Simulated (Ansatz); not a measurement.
A run for Ansatz (a program for electronic structure): R-CCSD(T)/aug-cc-pV(5+d)Z on BeCl+, 2S+1 = 1, a spin state set in the input, which need not be the lowest, a point of a bond scan (R = 1.732 Å). Charge +1. Files ending in .json are basis or fitting sets from the Basis Set Exchange.

Ansatz 0.2 input:
```yaml
crystal:
  periodic: [false, false, false]
  atoms:
    - {symbol: Be, position_ang: [0.00000000, 0.00000000, 0.00000000]}
    - {symbol: Cl, position_ang: [0.00000000, 0.00000000, 1.73170900]}
basis:
  gaussian:
    orbitals: aug-cc-pV_5+d_Z.json
    pivot_positions_ang: [[0.00000000, 0.00000000, 0.00000000], [0.00000000, 0.00000000, 1.73170900]]
total_charge: 1
magnetization: {spin_polarized: false}
correlation: {method: ccsd_t, electrons: outside_noble_gas}
output: {orbitals: {seedname: ./end}}
```

The log:

```
WARN ansatz: RAYON_NUM_THREADS=1 ignored (pool sized by the plan → 1); use --threads N
Functional definition: HF
integrals: 1.87 GiB planned
1796 factors; integrals over basis functions are off by at most 3.2e-4 eV
mean field: 1.15 GiB planned
mean field evaluation 1: about -12892.2466 eV, gradient 3.2e1 eV
mean field evaluation 2: about -12892.2468 eV, gradient 3.2e1 eV
mean field evaluation 4: about -12894.9766 eV, gradient 1.4e0 eV
mean field evaluation 8: about -12894.9941 eV, gradient 1.2e-3 eV
mean field evaluation 16: about -12894.9934 eV, gradient 2.0e-1 eV
mean field -12894.99407450 eV, -473.8822916969 hartree, gradient 9.4e-7 eV, S^2 0.000000; 0 other end points of the search recorded, 0 dependent functions left out
6 core orbitals not correlated
reference -12894.99407450 eV, -473.8822916969 hartree; 4, 4 occupied and 253, 253 virtual orbitals, 1796 factors
second order -6.54833551 eV of doubles, -0.00000000 eV of singles
coupled cluster: 2.09 GiB planned
cycle   1  -6.73617521 eV  change   -1.9e-1 eV  update   4.7e-2
cycle   2  -6.85552498 eV  change   -1.2e-1 eV  update   1.5e-2
cycle   3  -6.89000688 eV  change   -3.4e-2 eV  update   8.2e-3
cycle   4  -6.88679711 eV  change    3.2e-3 eV  update   2.3e-3
cycle   5  -6.88568206 eV  change    1.1e-3 eV  update   1.0e-3
cycle   6  -6.88572384 eV  change   -4.2e-5 eV  update   3.1e-4
cycle   7  -6.88567732 eV  change    4.7e-5 eV  update   8.4e-5
cycle   8  -6.88567612 eV  change    1.2e-6 eV  update   2.6e-5
cycle   9  -6.88568522 eV  change   -9.1e-6 eV  update   1.1e-5
cycle  10  -6.88568417 eV  change    1.0e-6 eV  update   4.2e-6
perturbative correction -0.33652305 eV, -0.0123669941 hartree
Total energy: -12902.21628173 eV, -474.1477029171 hartree
```

Self-consistency was reached.

Cost: very roughly 5 core-minutes.
